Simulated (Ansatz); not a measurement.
AlSn₂₈H₃₆, a doped nanocrystal cut from the lattice of tin (Al on a surface site). The state is a doublet with charge 0. Geometry PBE-D4/def2-SVP, basis def2-SVP, Ansatz.

Cartesian coordinates in Å:
```
Sn 3.166 1.249 -4.256
Sn 0.535 4.787 -2.591
Sn -1.089 0.486 -2.678
Sn 1.474 -3.060 -4.198
Sn 2.582 -0.971 -0.245
Sn 0.960 -5.297 -0.109
Sn -3.678 3.879 -0.887
Sn 0.094 2.472 1.435
Sn -4.024 1.507 3.175
Sn -1.724 -1.774 1.223
Sn 1.970 -3.064 3.826
Al 0.000 0.092 5.388
Sn 3.088 -1.225 -5.615
Sn -2.104 5.752 -2.301
Sn -1.117 -1.953 -4.106
Sn -3.690 1.582 -2.523
Sn 0.574 2.343 -4.007
Sn 4.283 0.741 -1.719
Sn 1.559 4.424 0.009
Sn -0.036 0.088 -0.081
Sn -1.693 -4.381 0.118
Sn 2.499 -3.451 -1.594
Sn 3.689 -1.419 2.315
Sn 1.908 -5.595 2.534
Sn -4.353 -0.817 1.624
Sn -2.563 3.397 1.666
Sn 1.125 2.105 4.047
Sn -2.711 0.610 5.521
Sn -0.718 -2.076 3.847
H 4.191 2.356 -5.135
H 1.491 5.961 -3.461
H 1.441 -4.587 -5.043
H 0.980 -6.866 -0.875
H -5.306 4.491 -0.736
H -5.582 2.137 3.648
H 2.540 -3.240 5.465
H 0.677 -0.450 6.743
H 2.441 -1.018 -7.216
H 4.701 -1.848 -5.789
H -2.817 6.047 -3.860
H -2.058 7.276 -1.465
H -1.650 -1.636 -5.732
H -2.258 -3.056 -3.399
H -4.169 2.045 -4.131
H -4.824 0.383 -1.981
H -0.060 2.604 -5.613
H 4.575 2.208 -0.836
H 5.813 -0.064 -1.910
H 3.246 4.010 -0.034
H 1.424 5.929 0.873
H -2.504 -4.376 -1.418
H -2.594 -5.421 1.183
H 4.121 -4.086 -1.725
H 5.188 -2.282 2.117
H 4.051 0.067 3.133
H 3.522 -6.249 2.571
H 0.887 -6.687 3.421
H -5.165 -0.559 0.110
H -5.232 -2.040 2.494
H -2.579 4.910 2.538
H 0.754 3.645 4.770
H 2.855 2.094 3.879
H -2.802 1.860 6.748
H -3.657 -0.719 6.134
H -1.648 -3.272 4.715
```

```csv
run,HOMO (eV),LUMO (eV)
A,-5.91,-4.61
B,-5.27,-4.91
C,-6.13,-4.49
D,-5.57,-4.92
```

In the def2 sets Sn takes a core potential; there is no spin–orbit coupling. B3LYP takes the VWN-RPA correlation. Single mean-field runs in def2-SVP are fitted with def2-universal-jkfit.

HOMO and LUMO are taken over both spins.

Question: The runs used B3LYP, PBE, PBE0, r2SCAN. Estimate which is which.

Answer: A B3LYP (20 % exact exchange); B PBE (0 % exact exchange); C PBE0 (25 % exact exchange); D r2SCAN (0 % exact exchange). Exact exchange lowers occupied and raises empty levels; among semilocal functionals meta-GGAs tend to open the gap a little, and such runs are hard to tell apart. The gap grows from 0.36 eV (PBE) to 1.64 eV (PBE0).
